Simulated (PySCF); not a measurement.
Si(F)(Me)3 (C3H9FSi), SMILES [Si](C)(F)(C)C. Geometry: PBE-D3(BJ)/def2-SVP.

These are PySCF with PBE-D3(BJ)/def2-SVP values and carry that method's errors.

Harmonic wavenumbers (cm⁻¹): 130, 151, 151, 184, 184, 223, 262, 262, 594, 649, 670, 670, 742, 742, 761, 838, 838, 899, 1219, 1219, 1226, 1370, 1377, 1377, 1385, 1385, 1396, 2974, 2974, 2976, 3071, 3071, 3073, 3078, 3078, 3078. Rotational constants (GHz): 3.292, 3.292, 3.077; symmetry number 3.

Work out the zero-point energy and the ideal-gas rigid-rotor harmonic-oscillator thermochemistry at 298.15 K and 1 atm.

ZPE = ½ Σ hcν = ½ × 48275 cm⁻¹ = 69.01 kcal/mol. H − E(el) = 74.97 kcal/mol. Entropy in cal/(mol K): translation 39.48, rotation 24.49, vibration 21.06, total 85.02. G − E(el) = 49.62 kcal/mol. Cp = 31.59 cal/(mol K). Modes under 150 cm⁻¹ make the vibrational entropy uncertain.
